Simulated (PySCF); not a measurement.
thioethanol (C2H6S), singlet, geometry from GFN2-xTB. Base run: PBE/6-31G run with PySCF.

Here is a job for PySCF.
```python
from pyscf import gto, scf, dft

mol = gto.M(
    atom='''
C     1.52061639    0.69110205   -0.00537013
C     0.01160357    0.83116525    0.00317706
S    -0.76180616   -0.83788851    0.00077464
H    -2.02039087   -0.40414507    0.00913826
H    -0.33041049    1.34965505    0.89884698
H    -0.33986788    1.35660473   -0.88474809
H     1.98452811    1.67524859   -0.00399531
H     1.85553895    0.14418625    0.87317856
H     1.84618103    0.15106283   -0.89165625
''',
    basis='6-31g',
    verbose=4,
)

mf = dft.RKS(mol)
mf.xc = 'pbe'
mf.kernel()
```

The base run was repeated with changes; each row names its change, and settings that it needs were set with it.

```csv
change,ΔE vs base (mEh),fitting functions,dipole (D)
base,0.000,-,2.08
auxbasis = even-tempered beta=1.6,(withheld),(withheld),2.09
auxbasis = def2-universal-jkfit,-0.067,386,2.08
auxbasis = default (with mf = mf.density_fit()),-0.100,390,2.08
auxbasis = def2-universal-jfit,-0.127,215,2.08
auxbasis = cc-pvqz-jkfit,-0.020,666,2.08
auxbasis = def2-svp-ri,-648.3,242,2.07
auxbasis = cc-pvtz-ri,(withheld),(withheld),2.08
auxbasis = cc-pvdz-jkfit,-0.100,390,2.08
auxbasis = autoaux,(withheld),(withheld),2.09
```

**Question.** What belongs in the gaps?

**Answer.** 
- auxbasis = even-tempered beta=1.6, ΔE vs base (mEh): -4.841
- auxbasis = even-tempered beta=1.6, fitting functions: 470
- auxbasis = cc-pvtz-ri, ΔE vs base (mEh): -14.021
- auxbasis = cc-pvtz-ri, fitting functions: 464
- auxbasis = autoaux, ΔE vs base (mEh): -5.209
- auxbasis = autoaux, fitting functions: 333

A fitting set is made for a task (jfit for Coulomb, jkfit for Coulomb and exchange, ri for correlation) and for a family of orbital bases.
